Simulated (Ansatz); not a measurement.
`C[SiH2][SiH2][SiH2][SiH2][SiH2][SiH2][SiH2][SiH2][SiH2]C`, 35 atoms. Hardware: 4 threads of Intel Xeon on a shared host.

Correlated methods freeze 47 core orbitals.

**Question.** How many basis functions does each of these Ansatz runs have, and roughly what does it cost? PBE0-D4/def2-TZVP, charge 0 singlet, energy and forces, from earlier orbitals; PBE0-D4/def2-SVP, charge 1 doublet, energy, from earlier orbitals; HF/6-31G, charge 0 singlet, energy; MP2/def2-SVP, charge 0 singlet, energy, from earlier orbitals; PBE0-D4/def2-SVP, charge -1 doublet at the geometry of the charge 0 singlet, energy; PBE0-D4/def2-SVP, charge 0 singlet, energy, from earlier orbitals; PBE-D4/def2-SVP, charge 0 triplet at the geometry of the charge 0 singlet, energy, from earlier orbitals; PBE-D4/def2-SVP, charge 0 singlet, energy, from earlier orbitals; B3LYP-D4/6-31G, charge 0 singlet, energy; PBE0-D4/def2-SVP, charge 0 triplet at the geometry of the charge 0 singlet, energy; PBE-D4/def2-SVP, charge -1 doublet at the geometry of the charge 0 singlet, energy, from earlier orbitals; PBE-D4/def2-SVP, charge 1 doublet at the geometry of the charge 0 singlet, energy, from earlier orbitals.

**Answer.** Other jobs shared the machine, so times can vary by a factor of up to 3. A dash marks memory too small to be measured apart from the calling script's.

```csv
run,functions,fitting or Cholesky vectors,wall time,peak host memory (GiB)
"HF/6-31G, charge 0 singlet, energy",183,2282,13 s,–
"PBE-D4/def2-SVP, charge 0 singlet, energy, from earlier orbitals",310,3472,17 s,–
"B3LYP-D4/6-31G, charge 0 singlet, energy",183,2282,20 s,–
"PBE0-D4/def2-SVP, charge 0 singlet, energy, from earlier orbitals",310,3053,37 s,1.4
"PBE-D4/def2-SVP, charge 0 triplet at the geometry of the charge 0 singlet, energy, from earlier orbitals",310,3472,42 s,–
"PBE-D4/def2-SVP, charge 1 doublet at the geometry of the charge 0 singlet, energy, from earlier orbitals",310,3472,45 s,–
"MP2/def2-SVP, charge 0 singlet, energy, from earlier orbitals",310,3053,45 s,1.5
"PBE0-D4/def2-SVP, charge 1 doublet, energy, from earlier orbitals",310,3044,78 s,2
"PBE-D4/def2-SVP, charge -1 doublet at the geometry of the charge 0 singlet, energy, from earlier orbitals",310,3472,1.7 min,1.9
"PBE0-D4/def2-SVP, charge 0 triplet at the geometry of the charge 0 singlet, energy",310,3053,2 min,2.3
"PBE0-D4/def2-TZVP, charge 0 singlet, energy and forces, from earlier orbitals",539,3575,2.1 min,3.8
"PBE0-D4/def2-SVP, charge -1 doublet at the geometry of the charge 0 singlet, energy",310,3053,3.2 min,2.3
```
